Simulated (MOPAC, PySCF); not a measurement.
[Zr(Cl)3(F)], neutral singlet in the gas phase. 

Z-matrix (Å, degrees):
```
Zr
F 1 1.8858
Cl 1 2.3354 2 108.92
Cl 1 2.3354 2 108.92 3 -120.00
Cl 1 2.3355 2 108.91 4 -120.00
```
Charge 0, multiplicity 1.

All levels are single points at this geometry (r2SCAN-D4/def2-SVP); Pople sets use spherical d functions. Orbital energies aren't observables, and empty levels follow the basis.

| level | HOMO (eV) | LUMO (eV) | gap (eV) | dipole (D) | vertical IE, Delta-SCF (eV) |
|---|---|---|---|---|---|
| B3LYP-D3(BJ)/def2-TZVP in PySCF | -9.43 | -2.76 | 6.67 | 0.09 | – |
| PBE-D3(BJ)/def2-TZVP in PySCF | -8.32 | -3.32 | 5.00 | 0.01 | – |
| TPSSh-D3(BJ)/def2-TZVP in PySCF | -8.99 | -2.96 | 6.03 | 0.01 | – |
| B3LYP/6-311+G** (LANL2DZ on Zr) in PySCF | -9.58 | -3.40 | 6.18 | 0.08 | – |
| B3LYP/6-31G* (LANL2DZ on Zr) in PySCF | -9.49 | -3.22 | 6.27 | 0.39 | 11.62 |
| B3LYP/LANL2DZ in PySCF | -9.78 | -3.58 | 6.20 | 0.20 | – |
| BP86/6-31G* (LANL2DZ on Zr) in PySCF | -8.50 | -3.81 | 4.69 | 0.46 | – |
| M06-2X/6-31G* (LANL2DZ on Zr) in PySCF | -11.10 | -2.36 | 8.75 | 0.36 | – |
| PBE/6-31G* (LANL2DZ on Zr) in PySCF | -8.40 | -3.69 | 4.70 | 0.47 | – |
| SVWN5/6-31G* (LANL2DZ on Zr) in PySCF | -8.54 | -3.84 | 4.70 | 0.38 | – |
| HF/6-31G* (LANL2DZ on Zr) in PySCF | -13.11 | 0.09 | 13.20 | 0.45 | – |
| PM6 in MOPAC | -10.99 | -1.53 | 9.47 | 0.24 | – |
| PM7 in MOPAC | -11.07 | 0.03 | 11.10 | 0.93 | – |
